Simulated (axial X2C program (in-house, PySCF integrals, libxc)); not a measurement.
**Potential curves of ZrN, with spin–orbit coupling**

Computed with an in-house relativistic program for diatomic molecules. Two-component (2c) means X2C with spin–orbit coupling and atomic mean-field two-electron Coulomb and Gaunt terms. Basis: Zr dyall-cv3z [11s12p9d6f3g], N dyall-av3z [7s7p3d2f] (cores contracted in-house); Gaussian nuclei, density fitting, unrestricted open shells. Masses: Zr 89.905 u, N 14.003 u.

State: Ω = 1/2 (⟨Sz⟩ = 0.50, ⟨Lz⟩ = 0.00 at PBE0). Energies in cm⁻¹ from the lowest point of each curve. Fits are polynomials in 1 − R0/R over 0.85 to 1.23 times the lowest point R0.

| R (Å) | PBE0 | BHandHLYP |
| --- | --- | --- |
| 1.5717 | 2385 | 1916 |
| 1.6218 | 542 | 307 |
| 1.6720 | 0 | 0 |
| 1.7305 | 672 | 949 |
| 1.7890 | 2427 | 2985 |
| 1.8643 | 5828 | 6730 |

Occupations by symmetry block were frozen at the best pattern of an incomplete PBE0 search. Density functionals use the spin component along the axis (collinear).

**Question.** What are Re and ωe at the PBE0 level?

**Answer.** At PBE0, 2c: Re = 1.671 Å, ωe ≈ 1080 cm⁻¹; Be follows as 0.498 cm⁻¹.

**Question.** Fit the BHandHLYP curve near its minimum: give the equilibrium distance and the harmonic wavenumber.

**Answer.** At BHandHLYP, 2c: Re = 1.660 Å, ωe ≈ 1110 cm⁻¹; Be follows as 0.505 cm⁻¹.
